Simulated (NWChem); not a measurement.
System: CaO; SMILES [Ca]=[O]

```xyz
2

Ca     0.0000     0.0000    -0.6226
O      0.0000     0.0000     1.4135
```
Atoms are numbered in this order, from 1.

Program: NWChem. Structure relaxed at the B3LYP/6-31G* (spherical d) level. Vzz is the largest principal value of the second derivative of the potential at the nucleus (NWChem prints the opposite sign); η is the asymmetry. Non-relativistic.

For level PBE0/def2-TZVP:

```yaml
Vzz Ca1 (a.u.): -0.242
Vzz O2 (a.u.): 0.298
```

What are these values for level CAM-B3LYP/def2-TZVP?


| Quantity | Result |
|---|---|
| Vzz Ca1 (a.u.) | -0.308 |
| Vzz O2 (a.u.) | 0.178 |
